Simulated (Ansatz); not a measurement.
Molecule: ScI$_{2}$ (charge +1, singlet). The spin state was set by rule; other spins were not relaxed. 
Coordinates optimised at B3LYP-D3(BJ)/def2-TZVP (Ansatz, an electronic-structure program):
```
Sc
I 1 2.5593
I 1 2.5593 2 114.80
```
Charge +1, spin multiplicity 1.

Basis-set convergence of Hartree-Fock and MP2 correlation energies (hartree) with Ansatz. Correlated levels leave the core frozen unless marked. No spin-orbit coupling. The frozen core is the preceding noble-gas configuration, with the filled d and f shells of earlier blocks. Past Kr the def2 sets carry scalar-relativistic core potentials.

The T1 diagnostic of CCSD in the largest basis is 0.028, which is high, so the coupled-cluster rows are less sure than usual.

```
basis        functions        E(HF)  E(corr, MP2)
-----------  ---------  -----------  ------------
def2-SVPD          104  -1352.86001      -0.25911
def2-TZVPPD        185            …             …
```

**Question.** Some entries are withheld; supply them.

**Answer.** 
- def2-TZVPPD, E(HF): -1352.97877
- def2-TZVPPD, E(corr, MP2): -0.33383
